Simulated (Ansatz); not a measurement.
GeBr2: single points at one geometry.

```yaml
crystal:
  periodic: [false, false, false]
  atoms:
    - {symbol: Ge, position_ang: [-0.338113, -0.049044, 0.689567]}
    - {symbol: Br, position_ang: [1.338984, 1.501692, 0.333916]}
    - {symbol: Br, position_ang: [-1.000870, -1.452647, -1.023493]}
basis:
  gaussian: {orbitals: def2-TZVP, initial_orbitals: start.molden}
magnetization: {spin_polarized: true, initial_magnetization: 2}
hamiltonian: {xc: {name: wB97M-V}}
scf: {omitted_lower_state_checks: [starts]}
output: {orbitals: {seedname: orbitals}}
```

The file start.molden holds the orbitals of an earlier run on this structure, at another level or in another basis.

```sh
$ ansatz run in.yaml --threads 4 --pin off --events-out ev --progress --plain --max-ram 3916MiB
```

Output, abridged:

```
Functional definition: wB97M-V
981 factors; integrals over basis functions are off by at most 5.4e-4 eV
160 factors; integrals over basis functions are off by at most 6.3e-5 eV
mean field evaluation 1: about -196599.9276 eV, gradient 6.5e0 eV
mean field evaluation 2: about -196599.9856 eV, gradient 9.4e-2 eV
mean field evaluation 4: about -196600.0152 eV, gradient 4.6e-4 eV
mean field evaluation 8: about -196600.0152 eV, gradient 2.7e-5 eV
mean field -196600.01520361 eV, -7224.9172984561 hartree, gradient 2.7e-5 eV, S^2 2.006676; 0 other end points of the search recorded, 0 dependent functions left out
reference -196600.01523791 eV, -7224.9172997168 hartree; 52, 50 occupied and 92, 94 virtual orbitals, 981 factors
Total energy: -196600.01523791 eV, -7224.9172997168 hartree
Checks for a lower state left out: starts
```

Hardware: 4 threads of Intel Xeon 6975P-C on a shared host. Wall time 5.5 s, peak host memory 0.66 GiB.

The first input with `correlation: {method: mp2}` and without the key `hamiltonian` (abridged; 1.9 s):

```
Functional definition: HF
mean field -196472.48001692 eV, -7220.2304667916 hartree, gradient 1.9e-6 eV, S^2 2.016211
27 core orbitals not correlated: weight in the atoms' cores, before any rotation towards them, 1.000 or more for the frozen orbitals, at most 0.000 for the correlated occupied ones
second order -20.30431830 eV of doubles, -0.00000000 eV of singles
Total energy: -196492.78433522 eV, -7220.9766367263 hartree
Checks for a lower state left out: starts
```

Geometry: r2SCAN-D4/def2-TZVP.

Correlated methods freeze 27 core orbitals; core or outer-core shells of Ge, Br are correlated, in sets that lack core-valence functions. At PBE0-D4/def2-TZVP a singlet of charge 0 lies 2.29 eV below the triplet, each at its own geometry. The structure comes from a short search, and lower isomers may exist.
